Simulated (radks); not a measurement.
Task: The mean radii <r> (bohr) of the occupied orbitals of an atom or ion are listed with their occupations. Calculated with a radial shooting solver on a logarithmic mesh with Libxc functionals: scalar-relativistic Kohn-Sham, PBE, spin-polarised, spherical densities, finite nucleus; Fermi nuclear charge, rms radius of each element as measured or else 0.836 A^(1/3) + 0.57 fm.

orbital  occ.      <r>
1s up       1  0.02507
1s down     1  0.02507
2s up       1   0.1075
2s down     1   0.1075
2p up       3  0.09425
2p down     3  0.09425
3s up       1   0.2852
3s down     1   0.2852
3p up       3   0.2832
3p down     3   0.2832
3d up       5   0.2600
3d down     5   0.2600
4s up       1   0.6542
4s down     1   0.6541
4p up       3   0.6930
4p down     3   0.6930
4d up       5   0.7673
4d down     5   0.7672
5s up       1    1.547
5s down     1    1.544
5p up       3    1.775
5p down     3    1.767
6s up       1    3.667

Name the element and its charge. Open shells, if any, are filled with parallel spins first.

Result: Z = 57, lanthanum, charge +2: La2+ in [Xe] 6s1. The 1s radius gives Z: for a bare nucleus <r> = (2 gamma + 1)/(2Z) with gamma = sqrt(1 - (Z/c)^2), 0.02473 bohr for Z = 57, and screening makes it slightly larger (0.02507 here). The occupations add up to 55, and the charge is Z minus that.
